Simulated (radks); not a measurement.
These are the eigenvalues of the occupied orbitals of an atom or ion with whole-number occupations (eV). Calculated with a radial shooting solver on a logarithmic mesh with Libxc functionals: scalar-relativistic Kohn-Sham, PBEsol, spin-polarised, spherical densities, finite nucleus; Fermi nuclear charge, rms radius of each element as measured or else 0.836 A^(1/3) + 0.57 fm.

orbital  eigenvalue
1s down   -23141.51
1s up     -23141.51
2s up     -3456.709
2s down   -3456.219
2p up     -3110.781
2p down   -3110.407
3s up     -712.3901
3s down   -712.1117
3p up     -598.7139
3p down   -598.3994
3d up     -417.1243
3d down   -416.6587
4s up     -192.1376
4s down   -189.9549
4p up     -158.1801
4p down   -155.9097
4d up     -107.1356

Which element is it, and in what charge state? The configuration may be excited. Open shells, if any, are filled with parallel spins first.

Answer. Z = 45, rhodium, charge +7: Rh7+ in [Kr] 4d2. The list shows which subshells hold electrons but not how many an open one holds; the 1s level, -850.43 hartree, gives Z - s = 41.2 by -(Z - s)^2/2, which with screening and relativity narrows Z to a few neighbours, and the depths of the outer levels then fix element, charge and occupations together.
